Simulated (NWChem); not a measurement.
# H$_{2}$TeO$_{2}$; SMILES O[Te]O

```xyz
5

Te     0.0000     0.0000     0.2713
O     -1.5153    -0.0550    -1.0114
H     -1.6960     0.8540    -1.2853
O      1.5153     0.0550    -1.0114
H      1.6960    -0.8540    -1.2853
```
Atoms are numbered in this order, from 1.

Level: PBE0/def2-SVP with def2 effective core potentials on Te (NWChem), optimised geometry, unscaled harmonic frequencies. def2 effective core potentials on Te; no spin-orbit coupling.

```json
[
 {"frequency (cm⁻¹)": "205", "IR intensity (km/mol)": "1.4"},
 {"frequency (cm⁻¹)": "445", "IR intensity (km/mol)": "112.3"},
 {"frequency (cm⁻¹)": "445", "IR intensity (km/mol)": "133.7"},
 {"frequency (cm⁻¹)": "615", "IR intensity (km/mol)": "84.8"},
 {"frequency (cm⁻¹)": "631", "IR intensity (km/mol)": "36.9"},
 {"frequency (cm⁻¹)": "1005", "IR intensity (km/mol)": "57.1"},
 {"frequency (cm⁻¹)": "1010", "IR intensity (km/mol)": "24.7"},
 {"frequency (cm⁻¹)": "3855", "IR intensity (km/mol)": "164.3"},
 {"frequency (cm⁻¹)": "3858", "IR intensity (km/mol)": "45.7"}
]
```

```yaml
zero_point_energy: 17.2 kcal/mol
thermal correction to the enthalpy at 298.15 K (with zero-point energy): 20.5 kcal/mol
heat capacity Cv: 13.2 cal/(mol K)
entropy at 298.15 K and 1 atm (symmetry number 2): 69.1 cal/(mol K)
```

Rigid rotor and harmonic oscillator.
